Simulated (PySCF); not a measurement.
Compound: C₅H₄N₄.
SMILES with atom numbers: `[CH2:1]=[CH:2][n:3]1[n:4][cH:5][c:6]([C:7]#[N:8])[n:9]1`

Structure used (GFN2-xTB), in Å, numbered top down from 1:
```
atom  x, y, z in Å
C1    -2.7093   -0.0998   -0.1370
C2    -1.6426    0.6830   -0.1249
N3    -0.3490    0.1862   -0.1975
N4    -0.0617   -1.0993   -0.2816
C5     1.2509   -1.1536   -0.3301
C6     1.7417    0.1719   -0.2707
C7     3.0790    0.5983   -0.2921
N8     4.1832    0.9031   -0.3122
N9     0.6904    0.9832   -0.1875
H10   -3.6994    0.3124   -0.0798
H11   -2.6090   -1.1692   -0.2045
H12   -1.6667    1.7601   -0.0594
H13    1.7879   -2.0757   -0.4018
```

Probes without a nucleus sit at each ring's centroid and 1 Å off its mean plane on both sides; NICS is minus the shielding there, NICSzz its component along the normal. Level: GIAO PBE0/pcSseg-1 (PySCF, non-relativistic, gas phase) on the GFN2-xTB geometry, one conformer.

Ring bond lengths (Å), with Mayer bond orders in brackets: N3–N4 1.320 (1.21), N4–C5 1.315 (1.54), C5–C6 1.415 (1.24), C6–N9 1.331 (1.41), N9–N3 1.310 (1.24).

**Question.** What do the NICS probes read (ppm)?

**Answer.** 
```
          ring                                                 type  NICS(0)  NICS(1), two faces  NICS(1)zz, two faces  rms pucker (Å)  centre to ring atoms, mean (Å)
N3–N4–C5–C6–N9  5-membered ring with 3 N; formal bonds all aromatic    -13.0       -12.8 / -12.8         -30.9 / -30.9            0.00                            1.14
```

**Question.** What do they say, and how far can they be read as aromaticity?

**Answer.** 
- N3–N4–C5–C6–N9: mean NICS(1)zz -30.9 ppm, shielded. The ring is flat and has no four-coordinate atom; by the NICS criterion it is aromatic.

**Question.** And the bond-length index? Use HOMA with the parameters of Krygowski (1993).

**Answer.** 
- N3–N4–C5–C6–N9: HOMA 0.95; the largest term is that of C5–C6, α(R − Ropt)² = 0.18. The geometric and the magnetic index point the same way.
